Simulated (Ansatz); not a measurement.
A nudged elastic band was laid between two geometries of CH₂BOS (6 atoms, charge 0, multiplicity 2).

These are results of Ansatz, UKS PBE-D4/def2-SVP, not measurements.

```
movable images  : 9
climbing image  : yes
spring          : 20.0 eV/Å²
optimiser       : quadratic models (default)
start path      : through a guess of the saddle point
force threshold : 0.03 eV/Å
iteration limit : 60
end points      : relaxed
```

Initial state:

```xyz
6
Properties=species:S:1:pos:R:3
O 0.286 -0.734 -2.007
B 0.154 -0.426 -0.711
C 0.024 -0.127 0.619
S -0.066 -0.011 2.259
H 0.094 0.001 -2.618
H -0.492 1.296 2.458
```

Final state:

```xyz
6
Properties=species:S:1:pos:R:3
O 0.049 -0.008 -1.645
B 0.009 -0.004 -0.296
C -0.233 0.615 0.987
S 0.325 -1.082 1.205
H 0.343 -0.857 -2.018
H -0.494 1.336 1.767
```

Task: Which bonds break or form, and what moves?

Result: Bonds broken: S4–H6. Bonds formed: B2–S4, C3–H6.

Task: Give the energies along the band, and the barrier.

Result: The run converged. The highest image is number 2 of 0 to 10, 115.2 kJ/mol above the first end and 265.7 kJ/mol above the last; the last end lies 150.5 kJ/mol below the first. Another band between the same ends (9 images) ends at a top of the same energy, where a vibrational analysis finds 1 clearly imaginary mode.

```csv
image,path coordinate (Å),energy (kJ/mol),S4–H6 (Å),B2–S4 (Å),C3–H6 (Å)
0,0.00,0.0,1.39,3.01,2.38
1,0.69,15.0,1.37,2.99,2.22
2,1.38,115.2,1.46,3.09,1.45
3,1.87,28.0,1.96,3.09,1.13
4,2.37,-33.3,2.34,2.99,1.12
5,2.87,-58.2,2.45,2.87,1.12
6,3.37,-76.6,2.50,2.66,1.10
7,3.87,-101.6,2.56,2.24,1.09
8,4.36,-123.2,2.61,1.89,1.10
9,4.86,-136.9,2.62,1.89,1.09
10,5.36,-150.5,2.61,1.87,1.09
```

Task: What is the geometry of the highest image?

Result: 
```xyz
6
Properties=species:S:1:pos:R:3
O 0.172 -0.609 -1.864
B 0.082 -0.422 -0.541
C -0.009 -0.230 0.817
S -0.124 0.015 2.512
H 0.090 0.202 -2.399
H -0.210 1.044 1.475
```

The band took 27 iterations and of the order of 6 core-minutes.

Time of the run: 3.2 min on 2 threads of Intel(R) Xeon(R) 6975P-C (Granite Rapids), on a shared host, peak memory 0.17 GiB.
